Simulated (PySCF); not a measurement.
All values below come from PySCF with B3LYP-D3(BJ)/def2-TZVP // B3LYP-D3(BJ)/def2-SVP. Isolated molecules, 0 K electronic values unless said otherwise. One relaxed conformer stands for a flexible species; it need not be the lowest. B3LYP has the VWN-RPA correlation part, as in Gaussian. Delta-SCF ions had no search for a lower state. Excitations are Tamm–Dancoff values on a coarser integration grid. The basis has no diffuse functions, so Rydberg states are missing or too high.

Reference species (SMILES): `Bc1c(F)ccc2cccnc12` (neutral, multiplicity 1).

| Property | Value |
|---|---|
| S1 excitation (TDA) | 3.61 eV |
| vertical ionisation energy (Delta-SCF) | 8.78 eV |

Changed species: `Bc1cc(F)c2ccccc2n1`.

### Question
What does the change do to the S1 excitation (TDA) and vertical ionisation energy (Delta-SCF)?

### Answer
the S1 excitation (TDA) falls by 0.27 eV, to 3.34 eV; the vertical ionisation energy (Delta-SCF) falls by 0.14 eV, to 8.64 eV.
